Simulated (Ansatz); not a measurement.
Basis sets compared for B6Pt⁺. Charge 1, multiplicity 2. Geometry r2SCAN-D4/def2-SVP. Ansatz on 4 threads of Intel Xeon 6975P-C on a shared host; times are rough, and most runs start from earlier orbitals.

```xyz
7

Pt   -1.3059   -0.1347   -0.6109
B    -0.8399   -0.2747    1.6452
B     0.1946   -1.1235    0.7953
B     0.5382    1.1988   -0.4524
B     0.8450   -0.8950   -0.6456
B     0.6795    0.2582   -1.7205
B    -0.1116    0.9709    0.9889
```

In the def2 sets Pt takes a core potential; there is no spin–orbit coupling. At PBE0-D4/def2-SVP, PBE0-D4/def2-TZVP the charge 1 doublet is spin-contaminated (final ⟨S²⟩ up to 0.89, 0.75 for a pure state). No other spin state of charge 1 was run. Another isomer (doublet) lies 1.15 eV lower at PBE0-D4/def2-TZVP; other spin states weren't run for this one.

```tsv
level	functions	energy (Eh)	HOMO (eV)	LUMO (eV)	wall time
PBE-D4/def2-SVP	116	-267.6552	-11.10	-10.34	1.4 s
PBE0-D4/def2-SVP	116	-267.6070	-11.96	-9.44	1.8 s
```

(1) Estimate the rows for PBE-D4/def2-TZVP (with forces), PBE0-D4/def2-TZVP.

Results:

(1) 
```csv
level,functions,energy (Eh),HOMO (eV),LUMO (eV),wall time
PBE-D4/def2-TZVP (with forces),226,-267.8178,-11.04,-10.33,3.1 s
PBE0-D4/def2-TZVP,226,-267.7706,-11.89,-9.40,4.5 s
```
